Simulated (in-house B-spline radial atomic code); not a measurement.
Values are calculated unless marked as measured or tabulated.
## Ne in an electron gas of r_s = 4: phase shifts, screening and friction

A nucleus sits in a uniform electron gas with a rigid positive background. The Kohn-Sham equations are solved self-consistently in the spin-unpolarised LDA (PW92), non-relativistic, on B-splines with outgoing waves at the boundary and partial waves to l = 8. The model has no lattice, no bands and no magnetic solution. Atomic units; δ_l are the phase shifts at the Fermi level, counted so that each bound state adds π, and good to about 0.0005.

The density parameter is r_s = 4 bohr.

```
l  δ_l (rad)
0     6.0318
1     3.1738
2     0.0309
3     0.0004
4    -0.0004
5    -0.0001
6     0.0000
7     0.0000
8     0.0000
```

Bound levels below the band bottom (hartree): s -30.17, s -1.193, p -0.3683.

Problem. Check the Friedel sum rule, and say where the screening charge sits.

Solution. k_F = (9π/4)^(1/3)/r_s = 0.47979. The rule is Z = (2/π) Σ (2l + 1) δ_l. The terms are s 3.840, p 6.062, d 0.098, f 0.002 and -0.003 beyond, in all 9.999 against Z = 10. Bound states hold 4 s, 6 p, 0 d electrons, so the scattering states carry 0.00 in all; where a term is smaller than its bound count, the bound level has drawn weight out of the band.

Problem. Find the transport cross section and the electronic stopping of a 1 keV Ne ion (mass 20.18 u).

Solution. σ_tr = (4π/k_F²) Σ (l + 1) sin²(δ_l − δ_(l+1)). The terms for l = 0 to 3 are 0.0783, 0.0000, 0.0028, 0.0000, all together 0.0811, so σ_tr = 54.589 × 0.0811 = 4.427 bohr². With n = 3/(4π r_s³) = 0.00373, the friction coefficient is Q = n k_F σ_tr = 0.0079. For v well below v_F = 0.480, dE/dx = Q v; with 24801 eV per u at v = 1, v = √(1000/(24801 × 20.18)) = 0.0447, so dE/dx = 0.00035 hartree/bohr = 0.182 eV/nm. The largest term couples the s and p waves.
